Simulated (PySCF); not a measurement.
# C₆ coefficients of unlike pairs at PBE0

Calculated with PySCF 2.14 from the dipole response of each species, C₆(A,B) = (3/π) ∫ α_A(iu) α_B(iu) du, in atomic units, from isotropic polarisabilities. For ions this is the dispersion term alone; charge-induced terms of lower order in 1/R come first.

```csv
species,configuration,basis,relativity,α (bohr³),C₆ (like pair)
Ga³⁺,[Ar] 3d10 (1S),"aug-cc-pVTZ-PP with one added diffuse shell each of s, d, f type with ECP10MDF (7s5p5d3f)",core potential,0.9667,1.047
Te⁺,[Kr] 4d10 5s2 5p3 (4S),"aug-cc-pwCVTZ-DK3 with one added diffuse shell each of s, p, d, f type (11s10p8d5f1g)",spin-free X2C,22.23,189.4
Mo³⁺,[Kr] 4d3 (4F),aug-cc-pVTZ-PP with ECP28MDF (6s6p5d3f2g),core potential,5.747,25.52
Ru⁺,[Kr] 4d7 (4F),aug-cc-pwCVDZ-PP with ECP28MDF (6s6p5d3f),core potential,14.32,88.46
```

Problem. Estimate C₆ for Ru⁺ with Mo³⁺.

Solution. The integral gives 46.66. The combination rule 2 C_A C_B / (C_A α_B/α_A + C_B α_A/α_B) gives 45.57 and the geometric mean 47.51.

No spin-orbit coupling is included.

The other pairs:

```
      pair     C₆
Mo³⁺, Ga³⁺  5.118
 Te⁺, Ga³⁺  12.66
  Ru⁺, Te⁺  128.1
 Mo³⁺, Te⁺  65.97
 Ru⁺, Ga³⁺  9.130
```
